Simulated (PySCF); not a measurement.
**Telling isomers of C$_{6}$H$_{11}$FOSi apart by NMR**

Calculated, not measured (PySCF 2.14): shielding tensors at PBE0/pcSseg-1 (GIAO), GFN2-xTB geometry. Relativity neglected, in vacuum, a single conformation, equivalent nuclei averaged.

Referencing at the same level of theory: ¹H (σref 31.72), ¹³C (σref 186.93) against TMS. Splittings of carbon signals by F and P are missing where no couplings were computed. Where no couplings were computed, multiplicities follow the n + 1 count of equivalent neighbours, and m marks all less simple cases (inequivalent or close neighbours, rings, F or P nearby). Shifts are as computed. Against solution values, carbons near 30 ppm lie about +3 ppm off and those near 130 ppm about +5 ppm. Of 1309 compounds with measured shifts, 239 miss one by over three times the rms of a fit or turn the order of signals round; such compounds aren't used in these exercises.

(1) Tabulate the signals of `C[Si@@H]1C[C@@]12COC[C@@H]2F`, `CO[SiH2]/C=C/C=C(\C)F` and their relative energies.

(2) What is the quickest way to tell C[Si@@H]1C[C@@]12COC[C@@H]2F from CO[SiH2]/C=C/C=C(\C)F?

Results:

(1) 
```json
{"SMILES": "C[Si@@H]1C[C@@]12COC[C@@H]2F", "carbon types": "1×C 1×CH 3×CH2 1×CH3", "δC": "99.5, 80.6, 80.1, 28.9, 1.9, -8.8", "δH": "5.03 (m, 1H), 4.78 (m, 1H), 4.18 (m, 1H), 4.02 (m, 1H), 3.90 (m, 1H), 3.36 (m, 1H), 1.22 (m, 1H), 0.33 (m, 1H), 0.31 (d, 3H)", "E rel. (kcal/mol)": "18.3"}
{"SMILES": "CO[SiH2]/C=C/C=C(\\C)F", "carbon types": "1×C 3×CH 2×CH3", "δC": "173.7, 148.5, 127.7, 118.9, 54.2, 17.0", "δH": "6.99 (m, 1H), 6.12 (m, 1H), 5.43 (m, 1H), 5.15 (d, 2H), 3.91 (s, 3H), 2.20 (m, 3H)", "E rel. (kcal/mol)": "0.0"}
```

Energies are electronic energies at PBE0/pcSseg-1 on these geometries, without zero-point or thermal terms, each for the one conformer computed, which needn't be the lowest.

(2) Both give the same number of carbon signals, but DEPT or the intensities differ. The first has an sp3 CH2 bonded to O at 80.6 ppm, the second a fully substituted alkene carbon (C) at 173.7 ppm. Their most deshielded carbons lie at 99.5 and 173.7 ppm. In the proton spectra the most deshielded non-exchanging signals are 5.03 (m, 1H) and 6.99 (m, 1H).
